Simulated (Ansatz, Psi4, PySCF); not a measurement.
C2H3N, charge -1, doublet, at a GFN2-xTB geometry (a state made from the parent by changing its charge; the spin is typed, not shown lowest) (in this run its highest filled SCF level lies above zero, so its values depend strongly on the basis, on diffuse functions most of all). Base run: R2SCAN/6-31G** in PySCF.

Geometry (Å):
```xyz
6

C     -1.1476     0.0260     0.0049
C      0.3433    -0.3997     0.1150
N      1.3503     0.2716    -0.0956
H     -1.6595    -0.6209    -0.7210
H     -1.6407    -0.1165     0.9766
H     -1.3262     1.0786    -0.3058
```
Charge -1, spin multiplicity 2.
Orbitals are unrestricted.
All else is at PySCF's defaults.

The same geometry, method and basis name were run in Ansatz (a quantum-chemistry and plane-wave program) and Psi4 and PySCF, at each program's defaults and at the settings that a row names. The base is PySCF at its defaults. Differences at the defaults can come from grids, fitting, cores and function types together.

| code and settings | ΔE vs base (mEh) | basis functions | E (Eh) | SCF cycles |
|---|---|---|---|---|
| PySCF, defaults (exact integrals, its default grid, spherical functions) | 0.000 | 57 | -132.59009 | 13 |
| Psi4, defaults (density fitting with its default set, its default grid, Cartesian functions) | -2.434 | 60 | -132.59252 | 12 |
| Ansatz, defaults (factorised integrals, its default grid, Cartesian functions) | -2.368 | 60 | -132.59246 | - |
| PySCF, density fitting with def2-universal-jkfit | -0.049 | 57 | -132.59014 | 13 |
| PySCF, fine grid | 0.005 | 57 | -132.59008 | 13 |
| Psi4, exact integrals, spherical functions, fine grid | 0.013 | 57 | -132.59007 | 15 |
| Ansatz, high accuracy, Cartesian functions as the basis file defines them | -2.368 | 60 | -132.59246 | - |

Open shells are given as the SCF converged; they aren't shown to be the lowest states, and a large step between rows can be another state.
